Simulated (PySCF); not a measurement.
## Vertical excitation energies

AlEt2I, C4H10AlI.
SMILES: `C[CH2][Al]([I])[CH2]C`

Theory: TDDFT CAM-B3LYP/def2-SVPD, vertical, gas phase, core orbitals frozen in the response, def2 core potentials past Kr in PySCF. Isolated species at its PBE0-D3(BJ)/def2-SVP geometry (one conformer only). Spin–orbit coupling is left out.

Question: Predict the UV-vis stick spectrum at this level.

Answer: 

| state | λ (nm) | E (eV) | f | \|μ\| (D) | main configurations (H = HOMO, L = LUMO) |
| --- | --- | --- | --- | --- | --- |
| S1 | 244.7 | 5.07 | 0.0002 | 0.09 | H→L (90%) |
| S2 | 217.4 | 5.70 | 0.0001 | 0.07 | H-2→L (88%) |
| S3 | 211.4 | 5.86 | 0.102 | 2.14 | H→L+1 (84%) |
| S4 | 209.9 | 5.91 | 0.043 | 1.39 | H-1→L (90%) |
| S5 | 206.6 | 6.00 | 0.0021 | 0.30 | H-3→L (90%) |
| S6 | 200.1 | 6.20 | 0.066 | 1.68 | H-1→L+1 (79%) |
| S7 | 194.1 | 6.39 | 0.013 | 0.73 | H-2→L+1 (77%), H→L+2 (11%) |
| S8 | 180.7 | 6.86 | 0.272 | 3.23 | H-3→L+1 (83%) |
| S9 | 173.6 | 7.14 | 0.0014 | 0.23 | H→L+2 (60%), H-2→L+1 (9%) |
| S10 | 167.0 | 7.43 | 0.0001 | 0.06 | H→L+5 (36%), H-2→L+2 (16%), H→L+6 (12%) |
| S11 | 164.3 | 7.55 | 0.0081 | 0.53 | H-1→L+2 (61%), H-1→L+5 (9%), H-1→L+1 (8%) |
| S12 | 164.2 | 7.55 | 0.023 | 0.90 | H→L+6 (30%), H-2→L+2 (18%), H→L+3 (17%) |
| S13 | 163.7 | 7.57 | 0.010 | 0.60 | H→L+3 (36%), H→L+7 (19%), H-2→L+2 (10%) |
| S14 | 162.6 | 7.63 | 0.0003 | 0.10 | H→L+4 (91%) |
| S15 | 160.2 | 7.74 | 0.042 | 1.20 | H-1→L+6 (46%), H-1→L+2 (20%), H-1→L+8 (12%) |

Triplets (Tamm–Dancoff): T1 4.87 eV, H→L (82%), H-2→L (12%); T2 5.28 eV, H-1→L (92%); T3 5.48 eV, H→L+1 (77%), H→L+6 (9%); T4 5.50 eV, H-2→L (80%), H→L (13%).

The lowest singlet comes at 245 nm (489 kJ/mol) in the ultraviolet; it is dark (f under 0.0005); its leading configuration is HOMO→LUMO (90%). The most intense listed level is S8 at 6.86 eV (181 nm, f = 0.272), 1.79 eV above S1. S11/S12 lie within about 0.01 eV of each other. Löwdin shares by element: HOMO iodine 60%, carbon 19% or more, aluminium 9%; LUMO aluminium 46%, iodine 22%, carbon 20% or more. Weighted by f, the mean energy of these states is 6.64 eV. Of the 15 states listed, 8 reach f = 0.01 and 4 stay under 0.0005. The listed states span 2.67 eV, and the widest gap between neighbours is 0.64 eV (S1 to S2). All these states lie below the vertical ionisation energy of 9.20 eV (ΔSCF). Singlets were solved by full linear response, triplets in the Tamm–Dancoff approximation.
